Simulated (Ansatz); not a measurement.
CH6FNO2Si can be A, `NC(O)(O)[SiH2]F`, or B, `OC(O)(F)N[SiH3]`.

Computed with Ansatz on PBE0-D4/def2-TZVP structures; ΔE is electronic, products minus reactants. CCSD(T)/CBS is the MP2 limit (def2-TZVPP, def2-QZVPP) plus CCSD(T) − MP2 in def2-TZVPP, frozen cores. Functionals use def2-TZVPP. B3LYP here is the variant with VWN-RPA as its local correlation; programs differ in this. Each species was taken in one conformer, which may not be the lowest.

A:

```xyz
12

N     0.783   -0.901   -0.882
C     0.353    0.015    0.139
O     1.126    1.171   -0.069
O     0.509   -0.460    1.450
Si   -1.498    0.292   -0.220
F    -2.119    1.315    0.849
H     1.740   -0.721   -1.162
H     0.669   -1.859   -0.584
H     0.838    1.833    0.567
H     1.454   -0.606    1.596
H    -1.621    0.913   -1.556
H    -2.233   -0.992   -0.130
```

B:

```xyz
12

O    -1.1928    0.5356   -1.8059
C    -0.4246   -0.1901   -0.9165
O     0.9235   -0.1509   -1.1958
F    -0.8673   -1.4807   -1.1157
N    -0.5722    0.2247    0.4143
Si    0.6597    0.0069    1.6248
H    -0.9877    1.4634   -1.6517
H     1.0572   -0.5687   -2.0529
H    -1.5388    0.2663    0.6954
H    -0.0339    0.3123    2.9029
H     1.7798    0.9574    1.4315
H     1.1972   -1.3763    1.6697
```

Which isomer does CCSD(T)/CBS put lower? Give the gap. (Best estimate.)

Ansatz gave: A, by 72.7 kJ/mol.

Give E(B) − E(A) in kJ/mol with CCSD/def2-TZVPP, r2SCAN-D4, CCSD(T)/def2-TZVPP, ωB97M-V, B2PLYP, B3LYP, HF/def2-TZVPP. (Estimate.)

Computed: CCSD/def2-TZVPP 63.3, r2SCAN-D4 61.4, CCSD(T)/def2-TZVPP 64.5, ωB97M-V 62.5, B2PLYP 68.8, B3LYP 68.2, HF/def2-TZVPP 47.6. None reverses the order clearly.

Largest T1 diagnostic: 0.012.

From PBE to PBE0 (25 % exact exchange), in def2-TZVPP and without D4, E(B) − E(A) moves by −7.1 kJ/mol. In def2-TZVPP, CCSD(T) changes the Hartree–Fock value by +16.9 kJ/mol (the triples alone add +1.2 kJ/mol) and MP2 by +22.9 kJ/mol.
